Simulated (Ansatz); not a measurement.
C₂H₃BrOSi (`C#CO[SiH2]Br`), relaxed with RKS PBE0-D4/def2-TZVP in Ansatz 0.2.0 from a PBE-D4/def2-SVP geometry. The force threshold is 0.005 eV/Å; the program also tests the step.

Charge 0, multiplicity 1.

Start:

```xyz
8

C     0.025   -0.349    2.341
C    -0.400   -0.027    1.241
O    -0.867    0.321    0.071
Si    0.134    0.140   -1.317
Br   -1.080    0.851   -3.025
H     0.384   -0.628    3.320
H     1.344    1.001   -1.148
H     0.460   -1.310   -1.483
```

```csv
step,energy (eV),largest force (eV/Å),largest move (Å)
1,-82079.2931,1.416,0.000
2,-82079.3600,0.581,0.049
3,-82079.3691,0.182,0.017
4,-82079.3698,0.047,0.005
5,-82079.3698,0.028,0.005
6,-82079.3700,0.027,0.003
7,-82079.3700,0.006,0.007
8,-82079.3700,0.003,0.002
```

End:

```xyz
8

C     0.021   -0.342    2.308
C    -0.389   -0.029    1.226
O    -0.842    0.313    0.062
Si    0.131    0.137   -1.290
Br   -1.076    0.843   -2.977
H     0.370   -0.616    3.273
H     1.328    0.986   -1.136
H     0.457   -1.292   -1.465
```

Hardware: 4 threads of a server CPU on a shared host. Wall time 30 s, peak host memory 0.54 GiB.
